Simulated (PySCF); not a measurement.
Electronic structure of Li⁻ (lithium, charge -1) at the r2SCAN level

Configuration: [He] 2s2, closed-shell 1S. Calculation: PySCF 2.14, in aug-cc-pCVQZ-DK; scalar relativity by spin-free X2C-1e.

- Total energy: -7.4968 hartree
- One-electron energy: -10.2106 hartree
- Hartree (Coulomb) energy: 4.6113 hartree
- Exchange-correlation energy: -1.8976 hartree
- ⟨S²⟩: 0.0000
- ⟨L²⟩: 0.000
- Sum of ⟨r⟩: 12.24 bohr
- Sum of ⟨r²⟩: 81.52 bohr²
- Langevin diamagnetic susceptibility: -64.6 ×10⁻⁶ cm³/mol

| shell | electrons | mean orbital energy (hartree) | rms radius, mean of both spins (bohr) |
| --- | --- | --- | --- |
| 1s | 2 | -1.78882 | 0.676 |
| 2s | 2 | 0.02970 | 6.35 |

At r2SCAN the highest occupied level has a positive energy, so only the finite basis holds that electron; in a semilocal or global hybrid functional this comes from self-interaction and does not mean that the real anion is unbound.
